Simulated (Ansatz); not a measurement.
A search over several starts for the lowest SCF solution of SbF₃ at the given spin, in a small basis.

```yaml
crystal:
  periodic: [false, false, false]
  atoms:
    - {symbol: Sb, position_ang: [-1.133438, -0.842262, 0.991840]}
    - {symbol: F, position_ang: [-0.193839, -0.317225, -1.878806]}
    - {symbol: F, position_ang: [0.719205, 1.592114, 0.785005]}
    - {symbol: F, position_ang: [0.608073, -0.432626, 0.101951]}
basis:
  gaussian: {orbitals: def2-SVP, initial_orbitals: start.molden}
magnetization: {spin_polarized: true, initial_magnetization: 4}
hamiltonian: {xc: pbe0, dispersion: d4}
output: {orbitals: {seedname: orbitals}}
```

The file start.molden holds the orbitals of an earlier run on this structure, at another level or in another basis.

```sh
$ ansatz run in.yaml --threads 4 --pin off --events-out ev --progress --plain --max-ram 3916MiB
```

Output, abridged:

```
Functional definition: PBE0
724 factors; integrals over basis functions are off by at most 2.0e-4 eV
mean field evaluation 1: about -14667.1611 eV, gradient 1.9e1 eV
mean field evaluation 2: about -14667.4311 eV, gradient 4.1e-1 eV
mean field evaluation 4: about -14667.5005 eV, gradient 1.5e-2 eV
mean field evaluation 8: about -14667.5005 eV, gradient 1.9e-5 eV
mean field evaluation 16: about -14667.4945 eV, gradient 6.3e-1 eV
mean field evaluation 32: about -14667.5005 eV, gradient 2.3e-3 eV
mean field -14667.50051947 eV, -539.0207021015 hartree, gradient 1.9e-5 eV, S^2 6.007317; 7 other end points of the search recorded, 0 dependent functions left out
reference -14667.50053870 eV, -539.0207028083 hartree; 27, 23 occupied and 41, 45 virtual orbitals, 724 factors
Total energy: -14667.55708191 eV, -539.0227807329 hartree
```

Run time 2.8 s (4 threads of Arm Neoverse V2 on a shared host).

In the def2 sets Sb takes a core potential; there is no spin–orbit coupling. In the quintet geometry the species has come apart into loosely held pieces. At PBE0-D4/def2-TZVP a singlet of charge 0 lies 9.18 eV below the quintet, each at its own geometry. The structure comes from a short search, and lower isomers may exist.
